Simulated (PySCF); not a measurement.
Simulation results for CH$_{6}$AlB$_{2}$

All values are calculated (PySCF 2.14.0). Calculation on a computer-drawn molecule: optimised geometry and harmonic frequencies of an isolated molecule of the commonest isotopes, restricted reference for singlets and unrestricted otherwise, frozen core in MP2.

```json
{"formula": "CH6AlB2", "start_structure": {"atoms_angstrom": [["C", 0.0962, 1.5399, 0.9913], ["B", 0.375, 1.2618, -0.6325], ["B", 1.0583, -0.1198, -0.4782], ["Al", 1.7894, -1.7622, 0.4462], ["H", 0.583, 2.3485, 1.3051], ["H", 0.4527, 0.7003, 1.6622], ["H", -1.0311, 1.5776, 1.0997], ["H", 0.03, 2.1372, -1.3771], ["H", 3.2564, -2.1311, 0.8154], ["H", 0.8981, -2.923, 1.0426]]}, "given": {"charge": 0, "multiplicity": 2, "method": "HF", "basis": "cc-pV(D+d)Z", "drawn_bonds_atom": [1, 2, 3, 1, 1, 1, 2, 4, 4], "drawn_bonds_other_atom": [2, 3, 4, 5, 6, 7, 8, 9, 10], "drawn_bonds_order": [1, 1, 1, 1, 1, 1, 1, 1, 1]}, "results": {"total_energy [hartree]": null, "rotational_constants [GHz]": null}}
```

To be estimated
1. Give the missing total energy for CH$_{6}$AlB$_{2}$.
2. CH$_{6}$AlB$_{2}$: rotational constants?

## Answers
1. -332.5704 hartree
2. 26.96, 1.756, 1.665 GHz

Further results for CH$_{6}$AlB$_{2}$:

```
spin squared                                  : 0.757
convergence status largest gradient component : 3.205e-05 hartree/bohr
```

Optimised structure:
```xyz
10
CH6AlB2
C     -0.3430     1.9028     1.0011
B      0.5830     1.1540    -0.0483
B      1.2407    -0.3418     0.1363
Al     2.0943    -2.2494     0.3317
H      0.1218     2.8561     1.2791
H     -0.5554     1.3478     1.9170
H     -1.2974     2.1621     0.5280
H      0.8376     1.7262    -1.0834
H      2.9974    -2.8325    -0.8288
H      1.8290    -3.0960     1.6419
```

Modes:
```tsv
frequency (cm⁻¹)	reduced mass (dalton)
93.47	1.242
96.31	2.906
145.4	2.019
197.3	1.3
308.4	2.027
434.4	3.2
563.3	2.133
605.8	1.172
693.6	1.127
822.3	1.245
833.1	1.125
915.7	1.721
937.2	3.173
1072	1.947
1250	2.437
1428	1.275
1557	1.071
1566	1.052
1980	1.057
1984	1.027
2627	1.089
3153	1.039
3211	1.096
3243	1.101
```
